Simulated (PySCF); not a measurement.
PySCF input (M06-2X/6-311+G**):

```python
from pyscf import gto, dft

mol = gto.M(
    atom='''
    Si   -0.55320785    0.17136907   -0.17273039
    F     1.07473403   -0.08299006    0.27977855
    H    -0.70575794   -1.06312497   -1.11161160
    H    -1.22193838   -0.58913144    1.01183005
    ''',
    basis='6-311+g**',
    charge=-1,
    spin=0,
    verbose=4,
)

mf = dft.RKS(mol, xc='m062x')
mf.grids.level = 4
mf.conv_tol = 1e-9
mf.max_cycle = 100
mf.max_memory = 1500
mf.kernel()
if not mf.converged:
    mf = mf.newton()
    mf.kernel(mf.make_rdm1())
mf.dip_moment()
```

Output:

```
PySCF version 2.14.0

[INPUT] verbose = 4
[INPUT] num. atoms = 4
[INPUT] num. electrons = 26
[INPUT] charge = -1
[INPUT] spin (= nelec alpha-beta = 2S) = 0
[INPUT] symmetry False subgroup None
[INPUT] Mole.unit = angstrom
[INPUT] Symbol           X                Y                Z      unit          X                Y                Z       unit  Magmom
[INPUT]  1 Si    -0.553207850000   0.171369070000  -0.172730390000 AA   -1.045411326459   0.323840608521  -0.326413130489 Bohr   0.0
[INPUT]  2 F      1.074734030000  -0.082990060000   0.279778550000 AA    2.030952973450  -0.156828484461   0.528704835028 Bohr   0.0
[INPUT]  3 H     -0.705757940000  -1.063124970000  -1.111611600000 AA   -1.333689216837  -2.009015029486  -2.100641480890 Bohr   0.0
[INPUT]  4 H     -1.221938380000  -0.589131440000   1.011830050000 AA   -2.309128879295  -1.113297072971   1.912081679105 Bohr   0.0

nuclear repulsion = 52.6330311163198
number of shells = 32
number of NR pGTOs = 100
number of NR cGTOs = 64
basis = 6-311+g**
ecp = {}

******** <class 'pyscf.dft.rks.RKS'> ********
method = RKS
initial guess = minao
damping factor = 0
level_shift factor = 0
DIIS = <class 'pyscf.scf.diis.CDIIS'>
diis_start_cycle = 1
diis_space = 8
diis_damp = 0
SCF conv_tol = 1e-09
SCF conv_tol_grad = None
SCF max_cycles = 100
direct_scf = True
direct_scf_tol = 1e-13
XC library pyscf.dft.libxc version 7.1.2
    S. Lehtola, C. Steigemann, M. J. T. Oliveira, and M. A. L. Marques,  SoftwareX 7, 1–5 (2018)
XC functionals = m062x
    Y. Zhao and D. G. Truhlar,  Theor. Chem. Acc. 120, 215 (2008)
    Y. Zhao and D. G. Truhlar,  Theor. Chem. Acc. 120, 215 (2008)
radial grids:
    Treutler-Ahlrichs [JCP 102, 346 (1995); DOI:10.1063/1.469408] (M4) radial grids

becke partition: Becke, JCP 88, 2547 (1988); DOI:10.1063/1.454033
pruning grids: <function nwchem_prune>
grids dens level: 4
symmetrized grids: False
atomic radii adjust function: <function treutler_atomic_radii_adjust>
small_rho_cutoff = 0
Set gradient conv threshold to 3.16228e-05
Initial guess from minao.
tot grids = 89176
init E= -390.272955169756
  HOMO = -0.203714056810597  LUMO = -0.0279973444504068  gap/eV = 4.78150
cycle= 1 E= -390.505366507897  delta_E= -0.232  |g|= 0.523  |ddm|= 1.35
  HOMO = 0.00758131819033281  LUMO = 0.159507462433558  gap/eV = 4.13412
cycle= 2 E= -390.486901890157  delta_E= 0.0185  |g|= 0.71  |ddm|= 0.792
  HOMO = -0.0170183212410393  LUMO = 0.159701996113749  gap/eV = 4.80880
cycle= 3 E= -390.560453178473  delta_E= -0.0736  |g|= 0.0269  |ddm|= 0.306
  HOMO = -0.0324465048095419  LUMO = 0.158708669793815  gap/eV = 5.20160
cycle= 4 E= -390.560723990686  delta_E= -0.000271  |g|= 0.00955  |ddm|= 0.079
  HOMO = -0.0298770975109051  LUMO = 0.159147654182344  gap/eV = 5.14363
cycle= 5 E= -390.560764538209  delta_E= -4.05e-05  |g|= 0.00392  |ddm|= 0.0283
  HOMO = -0.0307787724556192  LUMO = 0.159145632178898  gap/eV = 5.16811
cycle= 6 E= -390.560769826932  delta_E= -5.29e-06  |g|= 0.000614  |ddm|= 0.0102
  HOMO = -0.0308010771437637  LUMO = 0.159183990034166  gap/eV = 5.16976
cycle= 7 E= -390.560770291679  delta_E= -4.65e-07  |g|= 0.000134  |ddm|= 0.00469
  HOMO = -0.030784222878026  LUMO = 0.159200115661519  gap/eV = 5.16974
cycle= 8 E= -390.56077031664  delta_E= -2.5e-08  |g|= 3.12e-05  |ddm|= 0.00117
  HOMO = -0.0307858391608704  LUMO = 0.159203742043233  gap/eV = 5.16988
cycle= 9 E= -390.56077031838  delta_E= -1.74e-09  |g|= 5.87e-06  |ddm|= 0.000319
  HOMO = -0.0307863154532981  LUMO = 0.159204475220637  gap/eV = 5.16991
cycle= 10 E= -390.560770318434  delta_E= -5.35e-11  |g|= 1.13e-06  |ddm|= 4.68e-05
  HOMO = -0.0307861284347695  LUMO = 0.15920450206958  gap/eV = 5.16991
Extra cycle  E= -390.560770318434  delta_E= 5.68e-14  |g|= 9.67e-07  |ddm|= 5.08e-06
converged SCF energy = -390.560770318434

WARN: System has nonzero charge -1; the dipole moment is origin-dependent.
Location of origin: [0. 0. 0.]

Dipole moment(X, Y, Z, Debye):  1.08519, -0.64500,  0.40774
```

The dipole moment of an ion depends on the origin.

The geometry given is a B3LYP-D3(BJ)/def2-TZVP minimum.
